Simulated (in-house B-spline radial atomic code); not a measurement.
## Ionising I2+ with different functionals

Computed with an all-electron radial atomic-structure program (B-spline basis): non-relativistic Hamiltonian, point nucleus, spin-polarised at highest spin, spherical fractional occupations for the functionals, and exact exchange of hybrids averaged over the configuration. The ionisation energy is the difference of two self-consistent energies, [Kr] 4d10 5s2 5p3 → [Kr] 4d10 5s2 5p2, without Breit or QED terms; ε is the level of the shell that loses the electron (its least bound occupied spin orbital). There is no spin-orbit coupling in this Hamiltonian.

| method | rung | ΔSCF (eV) | -ε(5p) (eV) |
| --- | --- | --- | --- |
| PBE0 | global hybrid | 30.27 | 26.81 |
| B3LYP | global hybrid | 30.12 | 26.35 |
| TPSSh | global hybrid | 30.30 | 26.10 |
| M06-2X | global hybrid | 30.25 | 28.05 |
| BHandHLYP | global hybrid | 30.09 | 27.85 |
| r2SCAN0 | global hybrid | 30.58 | 27.14 |
| B97-1 | global hybrid | 30.10 | 26.44 |
| HSE06 | range-separated hybrid | 30.22 | 26.35 |
| wB97X | range-separated hybrid | 29.96 | 29.04 |
| CAM-B3LYP | range-separated hybrid | 30.13 | 28.02 |
| LC-wPBE | range-separated hybrid | 30.31 | 29.67 |

Q: Among the functionals, which spreads more, the ΔSCF values or the orbital energies?

A: The orbital energies: ΔSCF values span about 0.62 eV and the orbital energies 3.57 eV; here energy differences depend much less on the functional than eigenvalues do.

Q: How do they compare with the NIST value?

A: NIST lists 29.57 eV ± 0.025 (measured, ground level to ground level). Errors run from +0.39 to +1.01 eV; wB97X is closest (+0.39 eV), but part of that can be cancellation, since the calculations leave out relativity, Breit-QED terms, multiplet and fine-structure energies.
